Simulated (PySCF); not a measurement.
## Atomic charges by several schemes

Compound: TMS-CH2F, C4H11FSi.
SMILES with atom numbers: `[CH3:1][Si:2]([CH3:3])([CH3:4])[CH2:5][F:6]` (hydrogens: H7, H8, H9 on C1; H10, H11, H12 on C3; H13, H14, H15 on C4; H16, H17 on C5)

Cartesian coordinates in Å at the PBE0-D3(BJ)/def2-TZVP level; atoms count from 1:
```xyz
17
C4H11FSi angstrom
C     -1.1082    1.0425   -1.1007
Si     0.0284    0.0064   -0.0378
C      1.4233    1.0512    0.6412
C      0.6960   -1.4563   -1.0006
C     -0.9768   -0.6873    1.4171
F     -1.5817    0.3518    2.1302
H     -0.5534    1.5382   -1.9016
H     -1.8874    0.4299   -1.5618
H     -1.5977    1.8139   -0.5014
H      2.1215    0.4490    1.2281
H      1.0319    1.8393    1.2896
H      1.9865    1.5281   -0.1650
H     -0.1129   -2.0764   -1.3958
H      1.2972   -1.1161   -1.8483
H      1.3331   -2.0895   -0.3774
H     -0.3465   -1.2475    2.1172
H     -1.7701   -1.3634    1.0777
```

Density: PBE0/pcSseg-2 (PySCF); schemes: Mulliken, IAO, Hirshfeld and ESP-fitted. Isolated species at its PBE0-D3(BJ)/def2-TZVP geometry, gas phase.

Problem. What partial charge does each atom carry?

Solution. In e:

```tsv
atom	environment	Mulliken	IAO	Hirshfeld	ESP-fitted
C1	Si-methyl carbon	-0.275	-0.750	-0.225	-0.688
Si2	four-coordinate silicon	+0.564	+1.130	+0.400	+0.960
C3	Si-methyl carbon	-0.277	-0.750	-0.225	-0.654
C4	Si-methyl carbon	-0.284	-0.751	-0.224	-0.869
C5	sp3 C–F carbon	+0.078	-0.260	-0.082	-0.109
F6	alkyl fluorine	-0.317	-0.343	-0.132	-0.248
H7	methyl hydrogen	+0.044	+0.157	+0.044	+0.153
H8	methyl hydrogen	+0.045	+0.157	+0.044	+0.150
H9	methyl hydrogen	+0.061	+0.166	+0.046	+0.153
H10	methyl hydrogen	+0.046	+0.157	+0.044	+0.138
H11	methyl hydrogen	+0.060	+0.165	+0.046	+0.143
H12	methyl hydrogen	+0.045	+0.157	+0.044	+0.146
H13	methyl hydrogen	+0.048	+0.157	+0.044	+0.185
H14	methyl hydrogen	+0.047	+0.160	+0.046	+0.212
H15	methyl hydrogen	+0.047	+0.157	+0.044	+0.181
H16	methylene hydrogen	+0.036	+0.146	+0.042	+0.073
H17	methylene hydrogen	+0.034	+0.145	+0.042	+0.072
```

Mean size of the charges over all atoms: IAO 0.336 e, ESP-fitted 0.302 e, Mulliken 0.136 e, Hirshfeld 0.105 e. Each set sums to the total charge, 0, to within 0.001 e. The IAO scheme counts the electrons in orthogonalised intrinsic atomic orbitals, a minimal basis polarised so that it spans the occupied orbitals exactly. The Mulliken scheme gives each basis function's population to the atom it is centred on and halves the overlap population of two atoms between them.

Lowest charge. The schemes don't all agree: Mulliken F6 (-0.317); IAO C4 (-0.751); Hirshfeld C1 and C3 (-0.225); ESP-fitted C4 (-0.869).

Highest charge. All schemes agree: Mulliken Si2 (+0.564); IAO Si2 (+1.130); Hirshfeld Si2 (+0.400); ESP-fitted Si2 (+0.960).

Problem. How many electrons does the ESP-fitted scheme count on C4?

Solution. Z − q = 6 − (-0.869) = 6.869.

Problem. Sum the charges by element, for elements with more than one atom.

Solution. 
```tsv
element	atoms	Mulliken	IAO	Hirshfeld	ESP-fitted
C	4	-0.758	-2.510	-0.756	-2.321
H	11	+0.512	+1.723	+0.488	+1.608
```
